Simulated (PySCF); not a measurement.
Species: C₃H₁₁NSi₂.
SMILES: `[SiH3][SiH2]NC1CC1`

Vertical excitations from PySCF (density fitting, frozen core in the response, grid level 2 and gas phase unless stated; continuum runs use non-equilibrium linear response for the excitations) on a GFN2-xTB geometry. Reference run:

```
                              settings    S1, eV (f)    S2, eV (f)    S3, eV (f)    S4, eV (f)    S5, eV (f)    S6, eV (f)  T1, eV (Tamm–Dancoff)  mean α (au)
PBE0/def2-SVPD, full TDDFT, 6 singlets  5.01 (0.005)  5.69 (0.020)  5.97 (0.006)  6.20 (0.011)  6.37 (0.012)  6.45 (0.011)                   4.79        100.0
```

**Question.** What do these settings give: wB97X-D/6-311G**, start guess huckel, full TDDFT, 12 singlets?

**Answer.** 
```json
{"settings": "wB97X-D/6-311G**, start guess huckel, full TDDFT, 12 singlets", "S1, eV (f)": "5.47 (0.006)", "S2, eV (f)": "6.45 (0.036)", "S3, eV (f)": "6.82 (0.011)", "S4, eV (f)": "6.89 (0.010)", "S5, eV (f)": "7.35 (0.045)", "S6, eV (f)": "7.41 (0.011)", "T1, eV (Tamm–Dancoff)": "–", "mean α (au)": "90.5"}
```

S1 moves by +0.46 eV; functional and basis change together, so the shift can't be laid on one. States are counted by energy in each run and needn't keep their character from row to row.

All basis functions are spherical, in the Pople sets too.

**Question.** Give the leading configurations of S1 (H = HOMO, L = LUMO) and the HOMO–LUMO gap of each run.

**Answer.** 
```tsv
settings	S1 configurations (weight)	S1 (eV)	orbital gap (eV)	S1 − gap (eV)
PBE0/def2-SVPD, full TDDFT, 6 singlets	H→L 0.98	5.01	6.25	-1.24
wB97X-D/6-311G**, start guess huckel, full TDDFT, 12 singlets	H→L 0.93	5.47	9.80	-4.33
```

Shape of the structure used: `[SiH3:1][SiH2:2][NH:3][CH:4]1[CH2:5][CH2:6]1`: Si1–Si2–N3–C4 -179°, Si2–N3–C4–C5 -176°.

One conformer stands for the species.
